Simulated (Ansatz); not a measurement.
Gas-phase electronic energies from Ansatz, PBE0-D4/def2-TZVP geometries. CBS: MP2 limit from def2 TZ/QZ plus the TZ coupled-cluster correction, frozen cores. This one scheme is used for every species. One conformer a species, not always the lowest.

Reaction (formal hydrolysis of the Si–F bond): `C[Si](F)([SiH3])Cl` + H₂O → `C[Si](O)([SiH3])Cl` + H–F

```
             species  CCSD(T)/def2-TZVPP energy (Eh)
`C[Si](F)([SiH3])Cl`                     -1179.34931
                 H₂O                       -76.33701
`C[Si](O)([SiH3])Cl`                     -1155.32705
                 H–F                      -100.34454
```

Work out ΔE.

ΔE = (-1155.32705) + (-100.34454) − (-1179.34931) − (-76.33701) = 0.01473 Eh = +9.2 kcal/mol. CCSD(T)/CBS gives +9.6 kcal/mol.

Largest T1 diagnostic among the species: 0.011.

Leaving LDA and LC-ωPBE aside and taking each functional with its dispersion term where it has one, the values, not all of them listed here, spread over 1.9 kcal/mol, from revPBE-D4 to B97M-V. LDA lies −1.2 kcal/mol from PBE without D4. In def2-TZVPP, CCSD(T) changes the Hartree–Fock value by −1.8 kcal/mol (the triples alone add −0.3 kcal/mol) and MP2 by −2.4 kcal/mol.
